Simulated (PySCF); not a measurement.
**SiH₃ + Br₂ → SiH + 2 HBr**

Level: PBE0 in the def2-TZVP basis family, all electrons, no relativity, computed in PySCF with density fitting; open shells unrestricted.

```tsv
species	state and structure	E (Eh)	ZPE (kJ/mol)	H(298 K) − H(0) (kJ/mol)	S° (J/(mol K))
SiH₃	doublet, C3v, Si–H 1.486 Å (×3); H–Si–H 111.2° (×3)	-291.10876	55.6	10.4	217.1
Br₂	singlet, D∞h, Br–Br 2.281 Å	-5147.70672	2.0	9.7	244.8
SiH	doublet, C∞v, Si–H 1.532 Å	-289.86414	12.1	8.7	192.7
HBr	singlet, C∞v, H–Br 1.421 Å	-2574.45811	16.0	8.7	198.5
```

Question: What is the electronic reaction energy?

Answer: At PBE0/def2-TZVP, ΔE = 92.2 kJ/mol from the differences of the total energies times 2625.5, uphill. 

Question: Add zero-point, thermal and entropy terms for 298.15 K and 1 bar.

Answer: ΔZPE = -13.5 and Δ[H(298) − H(0)] = 6.0 kJ/mol give ΔH° = 84.7 kJ/mol. ΔS° = 127.8 J/(mol K), so ΔG° = 84.7 − 298.15 × (0.1278) = 47 kJ/mol and log₁₀K = -8.2. ΔG° would change sign near 660 K if ΔH° and ΔS° stayed fixed.

The entropy of SiH lacks the orbital degeneracy of a ²Π state, up to R ln 2. Each species is the lowest minimum found with this bonding; other isomers or fragments can lie lower.
